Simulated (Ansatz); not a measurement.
Compare A (`BSC=O`) with its isomer B (`OB1CS1`).

Gas-phase electronic energies from Ansatz, PBE0-D4/def2-TZVP geometries. CCSD(T)/CBS adds triple-zeta CCSD(T) − MP2 to the extrapolated MP2 energy (def2 sets, frozen cores). DFT in def2-TZVPP. B3LYP here is the variant with VWN-RPA as its local correlation; programs differ in this. One conformer a species, not always the lowest.

(1) Which is lower in electronic energy at CCSD(T)/CBS, and by how much? (Best estimate.)

(2) Give E(B) − E(A) in kcal/mol with HF/def2-TZVPP, MP2/def2-TZVPP, LDA (SPW92), CCSD(T)/def2-SVP, BLYP-D4, B3LYP, PBE0-D4. (Estimate.)

(3) Does the order hold for the free energy at 298.15 K (harmonic terms from PBE0-D4)? (Estimate.)

Largest T1 diagnostic: 0.018.

Results:

(1) The calculation gave: B, by 34.3 kcal/mol.

(2) The calculation gave: HF/def2-TZVPP -29.3, MP2/def2-TZVPP -36.4, LDA (SPW92) -38.2, CCSD(T)/def2-SVP -32.1, BLYP-D4 -27.3, B3LYP -30.7, PBE0-D4 -35.3. None reverses the order clearly.

(3) Ansatz gave: Yes: G(B) − G(A) = -30.6 kcal/mol, for one conformer each.

From r2SCAN to r2SCAN0 (25 % exact exchange), in def2-TZVPP and without D4, E(B) − E(A) moves by −2.8 kcal/mol. Leaving LDA and LC-ωPBE aside and taking each functional with its dispersion term where it has one, the values, not all of them listed here, spread over 9.6 kcal/mol, from PBE-QIDH to BLYP-D4. LDA lies −6.0 kcal/mol from PBE without D4.
